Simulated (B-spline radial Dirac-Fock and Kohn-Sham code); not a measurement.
**Auger parameter of niobium: the L3 level and its strongest L3-MM line**

Level of theory: relaxed Dirac-Fock hole states (ΔSCF) with Breit and QED corrections and a finite nucleus; a B-spline atomic structure program. The modified Auger parameter α′ is the binding energy plus the kinetic energy of the Auger electron; it does not depend on the energy zero. For free ions it tends to fall with charge, since less charge screens the final holes.

| species | configuration | binding 2p3/2 (eV) | Auger line | kinetic (eV) | α′ (eV) |
| --- | --- | --- | --- | --- | --- |
| Nb | [Kr] 4d3 5s1 5p1 | 2381.9 | M4M5 J=4 | 1913.6 | 4295.5 |
| Nb | [Kr] 4d3 5s2 | 2380.7 | M4M5 J=4 | 1914.7 | 4295.4 |
| Nb⁺ | [Kr] 4d2 5s2 | 2393.2 | M4M5 J=4 | 1900.2 | 4293.4 |
| Nb⁺ | [Kr] 4d3 5p1 | 2389.7 | M4M5 J=4 | 1904.3 | 4294.0 |
| Nb⁺ | [Kr] 4d3 5s1 | 2388.4 | M4M5 J=4 | 1905.5 | 4293.9 |
| Nb²⁺ | [Kr] 4d3 | 2397.3 | M4M5 J=4 | 1895.3 | 4292.7 |
| Nb²⁺ (Watson 2.2 Å) | [Kr] 4d3 | 2384.3 | M4M5 J=4 | 1908.4 | 4292.7 |
| Nb³⁺ | [Kr] 4d2 | 2412.5 | M4M5 J=4 | 1878.7 | 4291.2 |
| Nb³⁺ (Watson 1.8 Å) | [Kr] 4d2 | 2388.6 | M4M5 J=4 | 1902.7 | 4291.3 |
| Nb³⁺ (Watson 3 Å) | [Kr] 4d2 | 2398.1 | M4M5 J=4 | 1893.1 | 4291.2 |
| Nb⁴⁺ | [Kr] 4d1 | 2429.5 | M4M5 J=4 | 1860.8 | 4290.2 |
| Nb⁴⁺ (Watson 3 Å) | [Kr] 4d1 | 2410.3 | M4M5 J=4 | 1880.0 | 4290.2 |
| Nb⁵⁺ | [Ar] 3d10 4s2 4p6 | 2448.1 | M4M5 J=4 | 1841.7 | 4289.7 |
| Nb⁵⁺ (Watson 1.8 Å) | [Ar] 3d10 4s2 4p6 | 2408.1 | M4M5 J=4 | 1881.7 | 4289.7 |
| Nb⁵⁺ (Watson 2.2 Å) | [Ar] 3d10 4s2 4p6 | 2415.3 | M4M5 J=4 | 1874.4 | 4289.7 |

Values without a named source are computed, but for edge energies of neutral atoms, which are taken from tables.
